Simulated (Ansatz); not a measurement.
Reaction (ligand exchange at the Al–O bond): `[OH][AlH][NH][SiH3]` + HCl → `[SiH3][NH][AlH][Cl]` + H₂O

Calculated with Ansatz (gas phase, PBE0-D4/def2-TZVP geometries, no zero-point term in ΔE). CCSD(T)/CBS adds triple-zeta CCSD(T) − MP2 to the extrapolated MP2 energy (def2 sets, frozen cores). This one scheme is used for every species. Functionals use def2-TZVPP. B3LYP here is the variant with VWN-RPA as its local correlation; programs differ in this. One conformer a species, not always the lowest.

`[OH][AlH][NH][SiH3]`:

Cartesian coordinates in Å:
```
O 1.968 -0.326 -1.024
Al 1.017 0.988 -0.539
N -0.521 0.619 0.266
Si -1.254 -0.894 0.661
H 2.811 -0.236 -1.463
H 1.452 2.487 -0.778
H -1.064 1.428 0.542
H -0.351 -1.976 0.199
H -2.584 -1.054 0.007
H -1.475 -1.036 2.129
```

HCl:

Cartesian coordinates in Å:
```
Cl -0.107 0.158 -0.610
H 0.107 -0.158 0.610
```

`[SiH3][NH][AlH][Cl]`:

Cartesian coordinates in Å:
```
Si -0.999 0.709 0.727
N 0.039 -0.601 0.277
Al 1.264 -0.759 -0.992
Cl 1.623 0.869 -2.257
H -2.435 0.327 0.621
H -0.759 1.137 2.133
H -0.724 1.844 -0.185
H -0.077 -1.430 0.848
H 2.069 -2.096 -1.171
```

H₂O:

Cartesian coordinates in Å:
```
O -0.018 0.167 -0.351
H 0.155 -0.756 -0.151
H -0.137 0.589 0.502
```

```json
{"level": "PBE-D4", "ΔE (kcal/mol)": "-7.7", "difference from CCSD(T)/CBS": "0.2"}
{"level": "B3LYP-D4", "ΔE (kcal/mol)": "-6.8", "difference from CCSD(T)/CBS": "1.1"}
{"level": "r2SCANh-D4", "ΔE (kcal/mol)": "-7.6", "difference from CCSD(T)/CBS": "0.3"}
{"level": "BHLYP-D4", "ΔE (kcal/mol)": "-7.5", "difference from CCSD(T)/CBS": "0.4"}
{"level": "CAM-B3LYP-D4", "ΔE (kcal/mol)": "-6.0", "difference from CCSD(T)/CBS": "1.9"}
{"level": "ωB97X-V", "ΔE (kcal/mol)": "-7.3", "difference from CCSD(T)/CBS": "0.6"}
{"level": "PBE-QIDH", "ΔE (kcal/mol)": "-8.2", "difference from CCSD(T)/CBS": "-0.3"}
{"level": "BLYP", "ΔE (kcal/mol)": "-5.4", "difference from CCSD(T)/CBS": "2.5"}
{"level": "PBE0", "ΔE (kcal/mol)": "-8.1", "difference from CCSD(T)/CBS": "-0.2"}
{"level": "B3LYP", "ΔE (kcal/mol)": "-6.1", "difference from CCSD(T)/CBS": "1.8"}
{"level": "r2SCANh", "ΔE (kcal/mol)": "-7.5", "difference from CCSD(T)/CBS": "0.4"}
{"level": "LC-ωPBE", "ΔE (kcal/mol)": "-7.1", "difference from CCSD(T)/CBS": "0.8"}
{"level": "HF/def2-TZVPP", "ΔE (kcal/mol)": "-7.8", "difference from CCSD(T)/CBS": "0.1"}
{"level": "HF/def2-QZVPP", "ΔE (kcal/mol)": "-7.7", "difference from CCSD(T)/CBS": "0.2"}
{"level": "SCS-MP2/def2-QZVPP", "ΔE (kcal/mol)": "-7.2", "difference from CCSD(T)/CBS": "0.7"}
{"level": "MP2/CBS(def2)", "ΔE (kcal/mol)": "-8.4", "difference from CCSD(T)/CBS": "-0.5"}
{"level": "CCSD(T)/CBS", "ΔE (kcal/mol)": "-7.9", "difference from CCSD(T)/CBS": "0"}
```

Task: What do rigid-rotor, harmonic-oscillator terms from PBE0-D4/def2-TZVP frequencies (298.15 K, 1 bar) make of the CCSD(T)/CBS value? (Best estimate.)

Result: Computed: ΔZPE = +1.7 kcal/mol, ΔH = -6.1 kcal/mol, ΔS = 5 J/(mol·K), ΔG = -6.5 kcal/mol.

Largest T1 diagnostic among the species: 0.012.

Leaving LDA and LC-ωPBE aside and taking each functional with its dispersion term where it has one, the values, not all of them listed here, spread over 2.6 kcal/mol, from HSE06-D4 to CAM-B3LYP-D4. LDA lies +0.9 kcal/mol from PBE without D4. From BLYP to BHLYP (50 % exact exchange), in def2-TZVPP and without D4, ΔE moves by −1.3 kcal/mol. At CCSD(T), def2-SVP lies +1.0 kcal/mol from the extrapolated value and def2-TZVPP +1.2 kcal/mol.
